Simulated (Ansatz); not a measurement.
`N#[C][Sn]([F])([Cl])[Cl]` + HCl → `[F][Sn]([Cl])([Cl])[Cl]` + `C#N` at 500 K and 1 bar (ligand exchange at the Sn–C bond).

Program: Ansatz. Geometries: PBE0-D4/def2-TZVP. ΔE: electronic, gas phase. CCSD(T)/CBS adds triple-zeta CCSD(T) − MP2 to the extrapolated MP2 energy (def2 sets, frozen cores). This one scheme is used for every species. def2 core potentials past Kr. For Sn outer-core shells are correlated without core-valence functions, which leaves a few kJ/mol of doubt a bond.

```json
{"species": "`N#[C][Sn]([F])([Cl])[Cl]`", "CCSD(T)/CBS energy (Eh)": "-1326.22933", "H − E (kJ/mol)": "79.7", "S (J/(mol·K))": "453.6"}
{"species": "HCl", "CCSD(T)/CBS energy (Eh)": "-460.38127", "H − E (kJ/mol)": "32.5", "S (J/(mol·K))": "201.9"}
{"species": "`[F][Sn]([Cl])([Cl])[Cl]`", "CCSD(T)/CBS energy (Eh)": "-1693.31956", "H − E (kJ/mol)": "56.8", "S (J/(mol·K))": "420.2"}
{"species": "`C#N`", "CCSD(T)/CBS energy (Eh)": "-93.32098", "H − E (kJ/mol)": "60.1", "S (J/(mol·K))": "220.8"}
```

H − E and S are ideal-gas, rigid-rotor, harmonic terms from PBE0-D4/def2-TZVP. 1 Eh = 2625.50 kJ/mol, R = 8.31446 J/(mol·K).

Problem. By hand: ΔE, ΔH, ΔS and ΔG.

Solution. ΔE = (-1693.31956) + (-93.32098) − (-1326.22933) − (-460.38127) = -0.02994 Eh = -78.6 kJ/mol. Δ(H − E) = 56.8 + 60.1 − 79.7 − 32.5 = 4.7, so ΔH = -73.9 kJ/mol. ΔS = 420.2 + 220.8 − 453.6 − 201.9 = -14.5 J/(mol·K). ΔG = -73.9 − 500 × (-14.5)/1000 = -66.7 kJ/mol.

Problem. By hand: the equilibrium constant, and the temperature at which ΔG would vanish if ΔH and ΔS stayed fixed.

Solution. log₁₀ K = −ΔG/(RT ln 10) = 7.0. ΔG = 0 at ΔH/ΔS = 5097 K, far beyond where these terms or the molecules hold.

The number of gas molecules stays the same, so ΔS is small and ΔH decides. A doubt of 5 kJ/mol in ΔE shifts log₁₀ K by 0.5 here. These are equilibria of isolated gas molecules and say nothing of rates. Largest T1 diagnostic: 0.014 (customary marks: 0.02 for closed shells, 0.045 for open ones).
